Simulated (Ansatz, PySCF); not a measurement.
Reaction (SMILES): O=[SiH2] [oxosilane] -> O=[SiH-] + H+
Each molecule is optimised on its own at B3LYP-D3(BJ)/def2-TZVP (Ansatz, a program for electronic structure). Frequencies are from Ansatz or PySCF. Unstable Hartree-Fock reference: O=[SiH-].
Geometry of the first species:
SMILES: O=[SiH2]
```xyz
4

Si     0.0729    -0.4313    -0.0029
O     -0.1804     1.0669     0.0071
H     -0.9986    -1.4531    -0.0255
H      1.4209    -1.0442     0.0090
```
Charge 0, spin multiplicity 1.

Quantity: gas-phase deprotonation energy (0 K, with B3LYP-D3(BJ) harmonic zero-point energies), in eV. Valence correlation only, unless marked. Spin-orbit coupling is left out. No relativistic terms. FCI takes restricted orbitals. Anions need diffuse functions: aug- sets have them; def2-D sets add few; the other sets have none. CBS marks a two-point X^-3 extrapolation of the correlation energy; Hartree-Fock from the larger set.

| level | program | gas-phase deprotonation energy (eV) |
|---|---|---|
| BP86-D4/def2-TZVPD | PySCF + dftd4 | ___ |
| B3LYP/def2-TZVPD | Ansatz | 15.12 |
| TPSSh-D4/def2-TZVPD | PySCF + dftd4 | 15.26 |
| r2SCANh-D4/def2-TZVPD | Ansatz + dftd4 | 15.17 |
| HSE06-D4/def2-TZVPD | Ansatz + dftd4 | ___ |
| LC-wPBE-D4/def2-TZVPD | Ansatz + dftd4 | ___ |
| wB97X-V/def2-TZVPD | Ansatz | ___ |
| B2PLYP-D4/def2-TZVPD | Ansatz + dftd4 | 15.12 |
| SCS-MP2/aug-cc-pV(Q+d)Z | Ansatz | 15.25 |
| CCSD/def2-QZVPP | Ansatz | 15.28 |
| FCI/STO-3G | Ansatz | 21.31 |
| CCSD(T)/CBS(aug-cc-pV(T+d)Z,aug-cc-pV(Q+d)Z) | Ansatz | 15.14 |

Q: Complete the blanks.

A: 
- BP86-D4/def2-TZVPD, gas-phase deprotonation energy (eV): 14.99
- HSE06-D4/def2-TZVPD, gas-phase deprotonation energy (eV): 15.10
- LC-wPBE-D4/def2-TZVPD, gas-phase deprotonation energy (eV): 15.24
- wB97X-V/def2-TZVPD, gas-phase deprotonation energy (eV): 15.19
